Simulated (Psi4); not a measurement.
Input for Psi4:
```
memory 2 GB

molecule mol {
0 2
C     0.064014   -0.000538    0.500388
F    -0.080716    1.095665   -0.231130
F    -0.060291   -1.095920   -0.236100
H     0.884973    0.005520    1.202744
}

set {
  basis def2-tzvp
  reference uhf
  freeze_core true
}

energy('mp3')
print_variables()
```

Task: What does this run give for the nuclear repulsion energy, number of basis functions, SCF-reference <S^2>, total energy?

Result: 
| Property | Result |
|---|---|
| nuclear repulsion energy | 70.2637 Eh |
| number of basis functions | 99 |
| SCF-reference <S^2> | 0.756 |
| total energy | -238.0085 Eh |

These values belong to the state on which the SCF converged, which isn't shown to be the lowest.
